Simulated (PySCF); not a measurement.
Nonlinear optical response: 4-chlorobenzaldehyde, C₇H₅ClO

Geometry (Å), atoms numbered from 1 in this order:
```xyz
14

O     2.9417    0.2519   -0.1941
C     2.0914   -0.5688    0.0418
C     0.6400   -0.2875    0.0520
C     0.1765    1.0047   -0.2279
C    -1.1831    1.2789   -0.2203
C    -2.0840    0.2490    0.0708
Cl   -3.7781    0.5847    0.0825
C    -1.6413   -1.0443    0.3522
C    -0.2752   -1.3043    0.3405
H     2.3599   -1.6313    0.2754
H     0.9108    1.7821   -0.4503
H    -1.5609    2.2792   -0.4363
H    -2.3665   -1.8276    0.5760
H     0.0881   -2.3125    0.5589
```

Level of theory: PySCF 2.14.0, quadratic response CAM-B3LYP/aug-cc-pVDZ first hyperpolarisability, Taylor convention, gas phase. Geometry: PBE0-D3(BJ)/def2-SVP.

(1) What is the first hyperpolarisability, and how does it disperse?

(2) Which lowest excitations, dipole and polarisabilities go with it?

Results:

(1) In au, Taylor convention; the vector part is βᵢ = ⅓ Σⱼ (βᵢⱼⱼ + βⱼᵢⱼ + βⱼⱼᵢ); β∥ is 3/5 of the vector part along the dipole, the dipole points from − to +:
| process | λ (nm) | β vector norm | β∥ | β HRS | depolarisation ratio |
| --- | --- | --- | --- | --- | --- |
| static β(0;0,0) | ∞ | 647.0 | 177.8 | 273.5 | 4.68 |
| second harmonic β(−2ω;ω,ω) | 1907 | 713.5 | 200.2 | 301.0 | 4.72 |
| Pockels β(−ω;ω,0) | 1907 | 668.1 | 184.9 | – | – |
| second harmonic β(−2ω;ω,ω) | 1064 | 902.2 | 264.4 | 378.9 | 4.82 |
| Pockels β(−ω;ω,0) | 1064 | 718.5 | 201.9 | – | – |

(2) S1 3.86 eV (f = 0.000); S2 4.98 eV (f = 0.016); S3 5.10 eV (f = 0.359); dipole 2.24 D; isotropic α 101.8 au static, 102.3 au at 1907 nm, 103.3 au at 1064 nm, 103.7 au at 953.5 nm, 108.8 au at 532 nm.
